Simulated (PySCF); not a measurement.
Steps of a relaxation of Er(NO3)3

Er(NO3)3 (singlet in the valence; each metal's 4f electrons, 11 of them, lie in its core potential, out of spins and levels). PySCF 2.14.0, RKS PBE0, Er lcecp-1-SVP with ECP57, O def2-SVP, N def2-SVP; non-relativistic Hamiltonian with scalar-relativistic core potentials where named; density fitting; no spin-orbit coupling. Origin of the start: displaced along the imaginary mode. Columns: position (Å) and force (eV/Å). Energies are counted from the last step; some of the 5 steps are shown. Forces carry noise of the integration grid, about 0.01 to 0.03 eV/Å.

Run from Python with OMP_NUM_THREADS=4. Where DIIS fails, smearing, a level shift and second-order steps follow.
It took 55 s on 4 threads of Arm Neoverse V2, with other jobs on the host, from the converged density of the start.

```xyz
13
step 0  E = 0.124 eV
Er    0.0000    0.0000    0.0000     0.00    0.00    0.00
O     2.0305   -0.2500    1.0701     0.28    0.32   -1.36
O     2.0306    0.2500   -1.0701     0.28   -0.32    1.36
N     2.7345    0.0000    0.0000    -0.41    0.00    0.00
O     3.9141    0.0000    0.0000    -0.27    0.00    0.00
O    -0.7988    1.8835    1.0701    -0.41    0.07   -1.36
O    -1.2318    1.6335   -1.0701     0.14    0.40    1.36
N    -1.3672    2.3681    0.0000     0.20   -0.36    0.00
O    -1.9570    3.3897    0.0000     0.14   -0.23    0.00
O    -1.2318   -1.6335    1.0701     0.14   -0.40   -1.36
O    -0.7988   -1.8835   -1.0701    -0.41   -0.07    1.36
N    -1.3673   -2.3681    0.0000     0.20    0.36    0.00
O    -1.9571   -3.3897    0.0000     0.14    0.23    0.00
```

```xyz
13
step 1  E = 0.004 eV
Er    0.0000    0.0000    0.0000     0.00    0.00    0.00
O     2.0352   -0.2447    1.0408    -0.15   -0.02    0.10
O     2.0352    0.2447   -1.0408    -0.15    0.02   -0.10
N     2.7360    0.0000    0.0000    -0.13    0.00    0.00
O     3.9122    0.0000    0.0000     0.36    0.00    0.00
O    -0.8057    1.8848    1.0408     0.09   -0.13    0.10
O    -1.2295    1.6402   -1.0408     0.06   -0.14   -0.10
N    -1.3680    2.3695    0.0000     0.06   -0.11    0.00
O    -1.9561    3.3880    0.0000    -0.18    0.32    0.00
O    -1.2295   -1.6402    1.0408     0.06    0.14    0.10
O    -0.8057   -1.8848   -1.0408     0.09    0.13   -0.10
N    -1.3680   -2.3695    0.0000     0.06    0.11    0.00
O    -1.9561   -3.3880    0.0000    -0.18   -0.32    0.00
```

```xyz
13
step 3  E = 0.000 eV
Er    0.0000    0.0000    0.0000     0.00    0.00    0.00
O     2.0318   -0.2427    1.0424     0.00    0.01   -0.01
O     2.0318    0.2427   -1.0424     0.00   -0.01    0.01
N     2.7359    0.0000    0.0000    -0.03    0.00    0.00
O     3.9154    0.0000    0.0000    -0.01    0.00    0.00
O    -0.8057    1.8809    1.0424    -0.01   -0.01   -0.01
O    -1.2261    1.6383   -1.0424     0.01    0.00    0.01
N    -1.3679    2.3693    0.0000     0.01   -0.02    0.00
O    -1.9577    3.3908    0.0000     0.00    0.00    0.00
O    -1.2261   -1.6382    1.0424     0.01    0.00   -0.01
O    -0.8057   -1.8809   -1.0424    -0.01    0.01    0.01
N    -1.3679   -2.3693    0.0000     0.01    0.02    0.00
O    -1.9577   -3.3908    0.0000     0.00    0.00    0.00
```

**Question.** Where does the relaxation end?

**Answer.** It converges at step 4 in D3:
```xyz
13
step 4  E = 0
Er    0.0000    0.0000    0.0000
O     2.0312   -0.2413    1.0426
O     2.0312    0.2413   -1.0426
N     2.7351    0.0000    0.0000
O     3.9145    0.0000    0.0000
O    -0.8066    1.8797    1.0426
O    -1.2246    1.6384   -1.0426
N    -1.3675    2.3687    0.0000
O    -1.9572    3.3901    0.0000
O    -1.2246   -1.6384    1.0426
O    -0.8066   -1.8797   -1.0426
N    -1.3676   -2.3687    0.0000
O    -1.9573   -3.3901    0.0000
```

**Question.** How did the contacts change?

**Answer.** 
```csv
contact,start (Å),end (Å)
Er1–O2 (NO3),2.309,2.296
Er1–O7 (NO3),2.309,2.296
Er1–O11 (NO3),2.309,2.296
Er1–O3 (NO3),2.309,2.296
Er1–O6 (NO3),2.309,2.296
Er1–O10 (NO3),2.309,2.296
```


An lcecp potential fixes the number of 4f electrons, so in runs with it no electron can move into or out of that shell.
